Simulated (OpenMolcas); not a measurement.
An OpenMolcas run meant for Ne⁴⁺ (ANO-R1, X2C; inactive shells 1s; intended active space 4 electrons in 9 orbitals (RAS2 2s 2p; RAS3 3d, at most 2 electrons)). One step of its input:

```
&RASSCF
FileOrb=start.orb
Symmetry=1
Spin=3
nActEl=4 0 2
Inactive=1 0
Ras2=1 3
Ras3=5 0
CIRoot=213 213 1
SDav=211
CIMx=300
Iter=56 100
PrWF=0.3
OrbListing=Nothing
MaxOrb=0
Thrs=2.0e-7 1.0e-1 5.0e-4
Atom
CIOnly
>>> COPY $Project.JobIph JOB001
```

Lines from the output:

```
...
      Number of secondary orbitals               4
      Spin quantum number                      1.0
      State symmetry                             1
Orbital specifications:
      -----------------------

      Symmetry species                           1   2
                                                ag  au
      Frozen orbitals                            0   0
      Inactive orbitals                          1   0
      Active orbitals                            6   3
      RAS1 orbitals                              0   0
      RAS2 orbitals                              1   3
      RAS3 orbitals                              5   0
      Secondary orbitals                         1   3
      Deleted orbitals                           0   0
      Number of basis functions                  8   6
      Number of CSFs                           211
      Number of root(s) required               213
 ************ ERROR ***********
  You can't ask for more roots
  than there are configurations
 ******************************
--- Stop Module: rasscf at  /rc=_RC_INPUT_ERROR_ ---
.####################.
.# User input error #.
.####################.
```

**Question.** What is wrong with the input?

**Answer.** CIRoot asks for more roots than the active space has configuration state functions.
